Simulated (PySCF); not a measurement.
BiH3O3, SMILES [OH][Bi]([OH])[OH].

The structure is a stationary point at r2SCAN-D4/def2-SVP. The def2 effective core potentials stand for the cores of Bi; spin–orbit coupling is left out. Other conformers were not sampled.

Calculation: r2SCAN-D4/def2-SVP (PySCF).

Frequencies are harmonic and unscaled.

Modes within 1.5 cm⁻¹ of each other (mostly degenerate sets) share a row, with their intensities summed.

Q: Give all harmonic wavenumbers and intensities. (An estimate is asked for; the answer gives what the named calculation found.)

A: 
```csv
mode,ν (cm⁻¹),IR (km/mol),Raman (Å⁴/amu),depolarisation,moving atoms (share of kinetic energy)
1–2,116,41.3,5.9,0.75,"O 84 %, H 12 %"
3,167,31.0,3.0,0.73,"O 77 %, Bi 12 %, H 11 %"
4–5,284,151.4,3.6,0.75,"H 89 %, O 10 %"
6,378,96.8,8.4,0.70,H 96 %
7–8,552,179.3,19.4,0.75,O 90 %
9,575,39.2,25.3,0.00,O 92 %
10–11,822,142.4,1.2,0.75,"H 91 %, O 8 %"
12,844,15.1,0.9,0.13,"H 91 %, O 8 %"
13–15,3776,171.7,265.0,0.03,H 94 %
```
